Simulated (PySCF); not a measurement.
SCF from a fresh guess for singlet Be₂Se, at the PBE0 minimum. PySCF input:

```python
from pyscf import gto, scf, dft
mol = gto.M(atom='''
Se     0.000000    -0.000000    -0.333702
Be     0.963963    -0.000000     1.479572
Be    -0.963963     0.000000     1.479572''',
    basis={'Se': 'def2-TZVP', 'Be': 'def2-TZVP'},
    charge=0, spin=0)
mf = dft.RKS(mol, xc='PBE0')
mf.grids.atom_grid = (50, 194)
aux = {'Se': 'def2-universal-JKFIT', 'Be': 'def2-universal-JKFIT'}
mf = mf.density_fit(auxbasis=aux)
mf.conv_tol = 1e-08
mf.diis_space = 10
mf.max_cycle = 60
mf.init_guess = 'minao'
mf.verbose = 4
mf.kernel()
```

Excerpt of the output (cycles and frontier levels):

```
init E= -2430.21087406688
  HOMO = -0.224822224090605  LUMO = -0.123949322379978  gap/eV = 2.74489
cycle= 1 E= -2430.64911677454  delta_E= -0.438  |g|= 0.316  |ddm|= 1.85
  HOMO = -0.196452854239259  LUMO = -0.0947922301433337  gap/eV = 2.76633
cycle= 2 E= -2430.6451526  delta_E= 0.00396  |g|= 0.266  |ddm|= 0.695
  HOMO = -0.204925666440479  LUMO = -0.0939843571164838  gap/eV = 3.01887
cycle= 3 E= -2430.67035888285  delta_E= -0.0252  |g|= 0.16  |ddm|= 0.444
  HOMO = -0.211523844561197  LUMO = -0.0984596908384532  gap/eV = 3.07663
cycle= 4 E= -2430.6766118339  delta_E= -0.00625  |g|= 0.00736  |ddm|= 0.13
  HOMO = -0.210573833166732  LUMO = -0.097438188189507  gap/eV = 3.07858
cycle= 5 E= -2430.67663258753  delta_E= -2.08e-05  |g|= 0.00515  |ddm|= 0.0167
  HOMO = -0.211109845414735  LUMO = -0.0978251357079953  gap/eV = 3.08263
cycle= 6 E= -2430.67664221057  delta_E= -9.62e-06  |g|= 0.000623  |ddm|= 0.00502
  HOMO = -0.210956441598516  LUMO = -0.0977547136964425  gap/eV = 3.08038
cycle= 7 E= -2430.67664241262  delta_E= -2.02e-07  |g|= 0.000161  |ddm|= 0.00138
  HOMO = -0.210987960227445  LUMO = -0.0977785333799561  gap/eV = 3.08059
cycle= 8 E= -2430.67664242821  delta_E= -1.56e-08  |g|= 2.39e-05  |ddm|= 0.000334
  HOMO = -0.21098204651675  LUMO = -0.0977755188791853  gap/eV = 3.08051
cycle= 9 E= -2430.67664242843  delta_E= -2.24e-10  |g|= 2.92e-06  |ddm|= 4.09e-05
  HOMO = -0.21098154427535  LUMO = -0.0977751275580205  gap/eV = 3.08050
Extra cycle  E= -2430.67664242843  delta_E= 5e-12  |g|= 4.14e-06  |ddm|= 7.91e-06
converged SCF energy = -2430.67664242843
```

No lower solution of this spin was found by a stability analysis within the restricted form, which does not test spin polarisation.

The search for the lowest solution, with the stability check, took 4.1 s on 2 threads of a shared Arm Neoverse N1 host, with 86 basis functions; the process peaked at 0.29 GiB. Launch command: `OMP_NUM_THREADS=2 python axn.py task.json out`.
